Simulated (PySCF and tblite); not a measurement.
Values are calculated unless marked as measured or tabulated.
System: C₅H₉NSe₂, numbered as in [CH3:1][CH2:2][CH2:3][Se:4][Se:5][CH2:6][C:7]#[N:8].

For the rotation about the Se4–Se5 bond (torsion C3–Se4–Se5–C6 from -90° to 90°, rising): electronic barrier 10.66 kcal/mol, zero-point change 0.01 kcal/mol, thermal and entropy terms at 350 K a further 1.01 kcal/mol (symmetry numbers apart). The minimum is C1, the saddle C1. Level: BHandHLYP/pcSseg-1 + D3(BJ) on GFN2-xTB stationary points, with GFN2-xTB thermal terms. Rate constants are transition-state-theory values, counting equivalent paths, without tunnelling. Run with tblite and PySCF.

Task: How many equivalent paths lead out of the minimum?

Result: 2: the symmetry number of the minimum is 1, that of the saddle displaced along its mode 1, and since the end is the start again or its mirror image, the same path run backwards is a second way out.

Task: Work out the rate at 350 K.

Result: ΔG‡ = 11.68 kcal/mol; k_B T/h = 7.3×10¹² s⁻¹; exp(−ΔG‡/RT) = 5.1×10⁻⁸; times 2 gives k = 7.4×10⁵ s⁻¹. Wigner's tunnelling factor for the 60i cm⁻¹ mode would be 1.00.

Spin–orbit effects of heavy atoms on shieldings are missing.
